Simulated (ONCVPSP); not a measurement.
scandium: one change to an ONCV potential, before and after

ONCVPSP 4.0.1 input, shortened (lines: element, Z, core and valence counts, functional; n l f; lmax; l rc ep ncon nbas qcut; lloc lpopt rc5 dvloc0; l nproj debl; icmod fcfact rcfact), PBEsol, fully relativistic:

```
  Sc 21.00    3    4  -116133      upf
    1    0    2.00
    2    0    2.00
    2    1    6.00
    3    0    2.00
    3    1    6.00
    3    2    1.00
    4    0    2.00
    2
    0    1.50    0.00    3    7    9.30
    1    1.55    0.00    4    8    9.90
    2    2.55    0.00    4    8    6.70
    4    5    1.10    0.00
    0    3    0.60
    1    2    0.70
    2    3    0.60
    1    0.20    0.00
```

Open shells are filled in proportion to 2j + 1.

In the p channel the program set the typed energies aside and used -1.226, 0.250 Ha (j = l + 1/2; the other j can differ).

Change: all radii but the core radius scaled by about 1.33 (s 2.00, p 2.06, d 3.38 bohr); local potential polynomial inside 1.46 bohr (lpopt 5, dvloc0 0 Ha).

Cutoffs: the cutoffs (Ha) at which the residual kinetic energy of the hardest occupied pseudo-wave falls to 1 and 0.1 mHa per electron; they do not see the model core or the augmentation charge, which bear on the density cutoff. Errors are all-electron minus pseudo energies relative to the spin-unpolarised reference configuration.

**Question.** How do hardness, ghosts and transferability respond?

**Answer.** The potential gets softer (26 Ha and 32 Ha → 19 Ha and 23 Ha); of the 3 tests that both files solve, the error grows in 2 and shrinks in 0 by more than 15 % and 0.3 meV (median size 0.5 → 1.3 meV); neither file shows a bound ghost. A larger radius leaves more room for a smooth pseudo-wave, so fewer plane waves are needed.

| quantity | base | changed |
| --- | --- | --- |
| cutoff, loose | 26 Ha | 19 Ha |
| cutoff, tight | 32 Ha | 23 Ha |
| loose cutoff by channel | s 26 Ha, p 17 Ha, d 15 Ha | s 19 Ha, p 16 Ha, d 12 Ha |
| bound ghosts | none | none |
| GHOST(+) flags under 300 eV | none | none |
| tests counted (converged, no solver errors) | 3 of 4 | 3 of 4 |
| error for 3s2 3p6 3d1 4s1, meV [ΔE 6.90 eV] | +0.5 | +0.5 |
| error for 3s2 3p6 3d1 4s0, meV [ΔE 19.55 eV] | -0.2 | -9.9 |
| error for 3s2 3p6 3d1 4s0 4p2, meV [ΔE 5.68 eV] | +0.5 | -1.3 |
| rms error of d²Exc/dni dnj with the model core, mHa | 5.38 | 5.04 |

Base: Tests not counted: 3s2 3p6 3d0 4s0 (no result). These tests converged, but a pseudo level misses the all-electron one widely, so the file describes the atom poorly there or has found another state: 3s2 3p6 3d1 4s0 4p2: empty 4s by 10.2 eV. Changed file: Tests not counted: 3s2 3p6 3d0 4s0 (no result). These tests converged, but a pseudo level misses the all-electron one widely, so the file describes the atom poorly there or has found another state: 3s2 3p6 3d1 4s0 4p2: empty 4s by 10.2 eV.
